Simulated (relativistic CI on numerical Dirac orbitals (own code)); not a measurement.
# Line list: Electric-dipole lines, Sn XIX

Calculated at this level of theory: Dirac-Coulomb-Breit CI, orbitals from a KLI potential per configuration, a model potential for QED, unscaled Slater integrals (own radial code, finite nucleus).

CI space (outside the closed core [Ar] 3d10): 4s2.4p2, 4s.4p3, 4p4, 4s2.4p.4d, 4s.4p2.4d, 4s2.4p.4f, 4s.4p2.4f, 4p3.4d, 4s.4p.4d2, 4s2.4d.4f, 4s2.4p.5s, 4p3.4f, 4s2.4p.5p, 4p3.5s, 4s.4p.4d.5s, 4s.4p2.5s, 4s2.4p.5d, 4p2.4d.4f, 4s2.4f.5s, 4s.4p2.5p, 4s.4p.4f2, 4s2.4p.5f, 4s2.4p.5g, 4s.4p2.5d, 4s2.4p.6s, 4s2.4p.6p, 4s.4p.5s2, 4s2.4d2, 4s.4d3, 4s.4d2.4f, 4p2.4d2, 4p.4d3, 4p.4d2.4f, 4p.4d2.5s, 4s2.4f2, 4s.4d.4f2, 4s.4f3, 4p2.4f2, 4p.4d.4f2, 4p.4f3, 4p.4f2.5s, 4s2.4d.5s, 4s.4d2.5s, 4s.4d.4f.5s, 4s.4p.4d.4f, 4p2.4d.5s, 4p.4d.4f.5s, 4p.4d.5s2, 4s2.5s2, 4s.4d.5s2, 4s.4f.5s2, 4s.4p.4f.5s, 4s.4f2.5s. Double excitations out of closed p, d and f shells are left out; levels of such configurations are missing from the list, as are those of other unlisted configurations, and high levels can miss mixing partners. These lack a partner that the ground configuration has and come out too high: 4s.4p2.5p, 4s.4p2.5d, 4s2.4p.5p, 4s2.4p.5d, 4s2.4p.5f.

```
λ vac (Å)                 Lower                  Upper   A (s⁻¹)  log gf  S velocity/length
   135.36      4s.4p3 3D°_1 [7]    4s.4p2.4d 3F_2 [66]  1.54e+11    0.33               0.99
   136.34      4s.4p3 3D°_3 [9]    4s.4p2.4d 3F_4 [72]  2.87e+11    0.86               0.99
   136.72      4s.4p3 3D°_2 [8]    4s.4p2.4d 3D_3 [68]  1.68e+11    0.52               0.99
   136.78      4s2.4p2 3P_0 [1]   4s2.4p.4d 3D°_1 [19]  2.21e+11    0.27               0.99
   138.01  4s2.4p.4d 3F°_3 [17]    4s2.4p.4f 3G_4 [95]  1.16e+11    0.48               0.99
   138.60   4s.4p2.4d 3G_5 [58]  4s.4p2.4f 3H°_6 [260]  2.52e+11    0.97               0.99
   138.86      4s.4p3 5S°_2 [6]    4s.4p2.4d 5P_1 [48]  2.12e+11    0.27               0.99
   139.69      4s.4p3 5S°_2 [6]    4s.4p2.4d 5P_2 [47]  2.10e+11    0.49               0.99
   139.99      4s2.4p2 3P_2 [3]   4s2.4p.4d 3D°_3 [24]  2.17e+11    0.65               0.99
   140.01      4s2.4p2 3P_1 [2]   4s2.4p.4d 1D°_2 [21]  1.03e+11    0.18               0.99
   141.03      4s.4p3 5S°_2 [6]    4s.4p2.4d 5P_3 [46]  1.43e+11    0.48               0.99
   141.20  4s2.4p.4d 3D°_1 [19]      4s2.4d2 1D_2 [98]  2.25e+11    0.53               0.99
   141.42   4s.4p2.4d 3F_4 [72]  4s.4p2.4f 3G°_5 [288]  3.47e+11    1.06               0.99
   141.47     4s.4p3 3S°_1 [13]    4s.4p2.4d 3P_2 [84]  1.65e+11    0.39               0.99
   142.32     4s.4p3 1D°_2 [14]    4s.4p2.4d 1F_3 [85]  2.18e+11    0.67               0.98
   143.72  4s2.4p.4d 3P°_2 [18]      4s2.4d2 3F_3 [94]  1.82e+11    0.60               0.99
   144.00  4s2.4p.4d 3F°_2 [15]    4s2.4p.4f 3G_3 [90]  1.35e+11    0.47               0.99
   144.27      4s.4p3 3D°_2 [8]    4s.4p2.4d 3D_3 [57]  8.80e+10    0.28               0.99
   144.38  4s2.4p.4d 1F°_3 [26]   4s2.4p.4f 1G_4 [124]  4.25e+11    1.08               1.00
   144.88   4s.4p2.4d 5P_3 [46]  4s.4p.4d2 5D°_4 [206]  2.32e+11    0.82               0.99
   145.02      4s2.4p2 1D_2 [4]   4s2.4p.4d 1F°_3 [26]  2.23e+11    0.69               0.99
   145.19  4s2.4p.4d 3F°_4 [20]    4s2.4p.4f 3G_5 [97]  1.83e+11    0.80               0.99
   146.75  4s2.4p.4d 1D°_2 [21]   4s2.4p.4f 1F_3 [103]  2.44e+11    0.74               1.00
   146.79  4s2.4p.4d 3D°_3 [24]   4s2.4p.4f 3F_4 [109]  3.84e+11    1.05               0.99
   148.39  4s2.4p.4d 3D°_2 [25]   4s2.4p.4f 3F_3 [111]  2.39e+11    0.74               0.99
   150.65  4s2.4p.4d 1P°_1 [27]   4s2.4p.4f 1D_2 [121]  3.13e+11    0.73               0.99
   151.78      4s2.4p2 1S_0 [5]   4s2.4p.4d 1P°_1 [27]  1.88e+11    0.29               0.99
   153.01      4s2.4p2 3P_1 [2]   4s2.4p.4d 3P°_2 [18]  9.44e+10    0.22               0.99
   155.34      4s2.4p2 1D_2 [4]   4s2.4p.4d 3D°_2 [25]  1.27e+11    0.36               0.99
   194.65      4s2.4p2 3P_2 [3]      4s.4p3 3S°_1 [13]  8.30e+10    0.15               0.98
```

Terms are leading LS components. Brackets give the number of a level in order of energy, since labels repeat. The list gives strong lines, with weight on those to low levels, among the lowest 400 of 4223 levels, so that lines to higher ones, which can be the strongest, are missing. Levels whose partners in the same complex of configurations lie outside the list can be far off, and so can their lines. Rates are taken at the computed energies, electric ones in the length gauge. A velocity-to-length ratio far from 1 marks an uncertain rate.

At this charge energies of transitions that change n are usually good to better than 1 %, and those within a shell (Δn = 0) to a few per cent.

LS names give the leading component of a level, which can be under half, so a name can repeat, a term be missing and a line seem to break the LS rules.
